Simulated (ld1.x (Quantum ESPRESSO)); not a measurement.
**An all-electron radial function and its pseudo partner (Cu (Z = 29))**

Columns: radius, all-electron u(r) and pseudo u(r) of the 3d shell (level -5.04 eV) of copper in the configuration [Ar] 3d10 4s1 4p0; PBE, scalar-relativistic, TM semilocal scheme, ld1.x (Quantum ESPRESSO) 7.5.

| r (bohr) | all-electron | pseudo |
| --- | --- | --- |
| 0.145 | 0.2203 | 0.0593 |
| 0.290 | 0.6359 | 0.3674 |
| 0.435 | 0.8909 | 0.8034 |
| 0.580 | 0.9708 | 1.0559 |
| 0.725 | 0.9457 | 1.0456 |
| 0.870 | 0.8744 | 0.9186 |
| 1.015 | 0.7889 | 0.7967 |
| 1.160 | 0.7040 | 0.7041 |
| 1.305 | 0.6254 | 0.6254 |
| 1.450 | 0.5551 | 0.5551 |
| 1.595 | 0.4930 | 0.4930 |
| 1.740 | 0.4386 | 0.4386 |
| 1.885 | 0.3910 | 0.3910 |
| 2.030 | 0.3492 | 0.3492 |
| 2.175 | 0.3126 | 0.3126 |
| 2.320 | 0.2803 | 0.2803 |
| 2.465 | 0.2518 | 0.2518 |
| 2.610 | 0.2264 | 0.2264 |
| 2.755 | 0.2040 | 0.2040 |
| 2.900 | 0.1839 | 0.1839 |
| 3.045 | 0.1660 | 0.1660 |
| 3.190 | 0.1500 | 0.1500 |
| 3.335 | 0.1357 | 0.1357 |
| 3.480 | 0.1228 | 0.1228 |
| 3.625 | 0.1112 | 0.1112 |
| 3.770 | 0.1008 | 0.1008 |

Problem. How many radial nodes do the two functions have?

Solution. The all-electron 3d function has n − l − 1 = 0; the pseudo-wave has 0.

Problem. At about which radius was the pseudo-wave matched?

Solution. 1.25 bohr, where the columns begin to agree (steps of 0.14 bohr).

Problem. Where does each function peak?

Solution. Outermost all-electron maximum near 0.58 bohr, pseudo maximum near 0.58 bohr (to the table’s step).

Problem. Is the pseudo-wave norm-conserving?

Solution. Yes: the TM semilocal scheme keeps the norm inside the radius equal to the all-electron one, which fixes the energy derivative of the logarithmic derivative at the level.
